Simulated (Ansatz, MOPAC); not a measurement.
Breaking a bond: LiNa, singlet.

- PM3, restricted, heats of formation (MOPAC)
- FCI = full CI/def2-TZVP, frozen core run with Ansatz (a program for electronic structure)
- RKS-CAM-B3LYP = restricted CAM-B3LYP/def2-TZVP (Ansatz)
- UKS-CAM-B3LYP = unrestricted CAM-B3LYP/def2-TZVP (Ansatz)

Energies are in kJ/mol, each relative to the lowest point of its own curve near equilibrium.

```json
[
 {"R / Å": "2.31", "PM3": "1.8", "FCI": "(withheld)", "RKS-CAM-B3LYP": "29.0", "UKS-CAM-B3LYP": "29.0"},
 {"R / Å": "2.48", "PM3": "0.0", "FCI": "(withheld)", "RKS-CAM-B3LYP": "12.4", "UKS-CAM-B3LYP": "12.4"},
 {"R / Å": "2.61", "PM3": "0.0", "FCI": "8.4", "RKS-CAM-B3LYP": "4.9", "UKS-CAM-B3LYP": "4.9"},
 {"R / Å": "2.76", "PM3": "1.9", "FCI": "2.4", "RKS-CAM-B3LYP": "0.7", "UKS-CAM-B3LYP": "0.7"},
 {"R / Å": "2.85", "PM3": "4.1", "FCI": "0.6", "RKS-CAM-B3LYP": "0.0", "UKS-CAM-B3LYP": "0.0"},
 {"R / Å": "2.93", "PM3": "6.7", "FCI": "0.0", "RKS-CAM-B3LYP": "0.3", "UKS-CAM-B3LYP": "0.3"},
 {"R / Å": "3.04", "PM3": "11.5", "FCI": "0.4", "RKS-CAM-B3LYP": "2.0", "UKS-CAM-B3LYP": "2.0"},
 {"R / Å": "3.05", "PM3": "(withheld)", "FCI": "(withheld)", "RKS-CAM-B3LYP": "2.2", "UKS-CAM-B3LYP": "2.2"},
 {"R / Å": "3.25", "PM3": "23.8", "FCI": "4.1", "RKS-CAM-B3LYP": "8.1", "UKS-CAM-B3LYP": "8.1"},
 {"R / Å": "3.37", "PM3": "32.7", "FCI": "7.6", "RKS-CAM-B3LYP": "12.9", "UKS-CAM-B3LYP": "12.9"},
 {"R / Å": "3.61", "PM3": "53.4", "FCI": "16.0", "RKS-CAM-B3LYP": "24.2", "UKS-CAM-B3LYP": "24.2"},
 {"R / Å": "3.88", "PM3": "80.2", "FCI": "26.7", "RKS-CAM-B3LYP": "38.5", "UKS-CAM-B3LYP": "36.7"},
 {"R / Å": "4.44", "PM3": "139.3", "FCI": "47.1", "RKS-CAM-B3LYP": "68.8", "UKS-CAM-B3LYP": "55.0"},
 {"R / Å": "4.89", "PM3": "183.9", "FCI": "59.1", "RKS-CAM-B3LYP": "91.1", "UKS-CAM-B3LYP": "63.8"},
 {"R / Å": "5.37", "PM3": "224.8", "FCI": "67.3", "RKS-CAM-B3LYP": "111.8", "UKS-CAM-B3LYP": "69.3"},
 {"R / Å": "5.89", "PM3": "(withheld)", "FCI": "72.1", "RKS-CAM-B3LYP": "130.6", "UKS-CAM-B3LYP": "72.4"},
 {"R / Å": "6.37", "PM3": "245.9", "FCI": "74.4", "RKS-CAM-B3LYP": "144.8", "UKS-CAM-B3LYP": "74.0"},
 {"R / Å": "7.09", "PM3": "258.4", "FCI": "76.0", "RKS-CAM-B3LYP": "161.4", "UKS-CAM-B3LYP": "75.0"},
 {"R / Å": "7.87", "PM3": "268.5", "FCI": "76.6", "RKS-CAM-B3LYP": "(withheld)", "UKS-CAM-B3LYP": "75.5"},
 {"R / Å": "8.84", "PM3": "278.2", "FCI": "76.8", "RKS-CAM-B3LYP": "185.6", "UKS-CAM-B3LYP": "75.6"}
]
```

Problem. Some entries are withheld; supply them.

Solution. 
- 2.31, FCI: 36.2
- 2.48, FCI: 17.5
- 3.05, PM3: 11.9
- 3.05, FCI: 0.5
- 5.89, PM3: 234.4
- 7.87, RKS-CAM-B3LYP: 174.5

The restricted form behind PM3, RKS-CAM-B3LYP keeps the bonding electrons paired and can't separate into open-shell fragments. The unrestricted determinant behind UKS-CAM-B3LYP is spin-contaminated at 3.88 to 8.84 Å (<S²> up to 1.0, against 0.00 for a pure singlet).
